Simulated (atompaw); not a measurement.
# gold PAW (atompaw): all-electron and pseudo phase curves

* Element: Au
* Generator: atompaw 4.2.0.5
* Type: PAW
* Functional: PBE
* Relativity: non-relativistic
* Frozen core: [Kr] 4d10 4f14
* Valence charge: 19
* Reference configuration: 5s2 5p6 5d10 6s1 6p0
* Partial waves: 5s (bound): rc 1.25 bohr; 6s (bound): rc 1.85 bohr; 5p (bound): rc 1.95 bohr; 6p (bound, empty): rc 2.15 bohr; 5d (bound): rc 2.35 bohr; 5d channel at 2.6 Ry: rc 2.35 bohr
* Local potential: bessel scheme, radius 1.75 bohr
* Core correction: smooth core density matched at 2.05 bohr
* Augmentation charge: sinc compensation charge, radius 2.15 bohr; PAW radius 2.35 bohr; waves and projectors: custom rrkj gramschmidtortho

The phase is arctan(r·u′/u) with u = r·R(r), unwrapped; energies in Ry, scanned from -8 to 5 Ry. A pole is an energy at which the radial function vanishes at the test radius. The pseudo phase is shifted by a multiple of π to meet the all-electron one at the reference energy, and phase errors are pseudo minus all-electron; the curves can meet again beyond the range given. Levels narrower than the energy grid can be missing from the lists of poles.

**Question.** For each channel, where are the poles, and over which energies does the pseudopotential scatter like the atom?

**Answer.**

| channel | radius (bohr) | reference energy (Ry) | poles, all-electron | poles, pseudo | unbroken range about the reference energy with phases within 0.05 rad | phase error 1 Ry above the reference energy (rad) |
| --- | --- | --- | --- | --- | --- | --- |
| s | 2.36 | -0.30 | -6.17, 3.57 | -6.17, 3.56 | the whole range | -0.000 |
| p | 2.36 | -0.06 | -3.89 | -3.89 | the whole range | +0.004 |
| d | 2.36 | -0.59 | -0.08 | -0.07 | the whole range | +0.004 |

Phases in the d channel:

```json
{"E (Ry)": "-8.00", "all-electron": "1.421", "pseudo": "1.426"}
{"E (Ry)": "-7.52", "all-electron": "1.416", "pseudo": "1.421"}
{"E (Ry)": "-7.04", "all-electron": "1.410", "pseudo": "1.416"}
{"E (Ry)": "-6.56", "all-electron": "1.404", "pseudo": "1.410"}
{"E (Ry)": "-6.08", "all-electron": "1.398", "pseudo": "1.403"}
{"E (Ry)": "-5.60", "all-electron": "1.390", "pseudo": "1.396"}
{"E (Ry)": "-5.12", "all-electron": "1.381", "pseudo": "1.387"}
{"E (Ry)": "-4.64", "all-electron": "1.371", "pseudo": "1.377"}
{"E (Ry)": "-4.16", "all-electron": "1.358", "pseudo": "1.365"}
{"E (Ry)": "-3.68", "all-electron": "1.343", "pseudo": "1.350"}
{"E (Ry)": "-3.20", "all-electron": "1.323", "pseudo": "1.330"}
{"E (Ry)": "-2.72", "all-electron": "1.295", "pseudo": "1.303"}
{"E (Ry)": "-2.24", "all-electron": "1.254", "pseudo": "1.262"}
{"E (Ry)": "-1.76", "all-electron": "1.179", "pseudo": "1.188"}
{"E (Ry)": "-1.28", "all-electron": "0.983", "pseudo": "0.995"}
{"E (Ry)": "-0.80", "all-electron": "-0.253", "pseudo": "-0.246"}
{"E (Ry)": "-0.32", "all-electron": "-1.443", "pseudo": "-1.442"}
{"E (Ry)": "0.16", "all-electron": "-1.644", "pseudo": "-1.641"}
{"E (Ry)": "0.64", "all-electron": "-1.738", "pseudo": "-1.734"}
{"E (Ry)": "1.12", "all-electron": "-1.813", "pseudo": "-1.809"}
{"E (Ry)": "1.60", "all-electron": "-1.895", "pseudo": "-1.892"}
{"E (Ry)": "2.08", "all-electron": "-2.009", "pseudo": "-2.008"}
{"E (Ry)": "2.56", "all-electron": "-2.205", "pseudo": "-2.205"}
{"E (Ry)": "3.04", "all-electron": "-2.614", "pseudo": "-2.608"}
{"E (Ry)": "3.52", "all-electron": "-3.385", "pseudo": "-3.349"}
{"E (Ry)": "4.00", "all-electron": "-4.009", "pseudo": "-3.963"}
{"E (Ry)": "4.48", "all-electron": "-4.298", "pseudo": "-4.256"}
{"E (Ry)": "4.96", "all-electron": "-4.442", "pseudo": "-4.404"}
```
